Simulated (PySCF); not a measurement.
Al(H)(F)(OH) (AlFH2O), SMILES [OH][AlH][F]. Coordinates come from a PBE-D3(BJ)/def2-TZVP optimisation. One conformer was computed; it need not be the lowest.

TDA-PBE0/def2-SVPD in PySCF puts the lowest singlet excitations at 7.55, 7.79, 7.81, 8.25, 8.39, 8.56 eV.

Q: What are the lowest excitation roots from ADC(2)/aug-cc-pVDZ in PySCF? (Estimate from the structure and the level; the computed values follow.)

A: 7.22, 7.69, 7.99, 8.00, 8.50, 8.98 eV. S1 differs by -0.33 eV (second minus first; roots are paired by order, and the bases may differ).
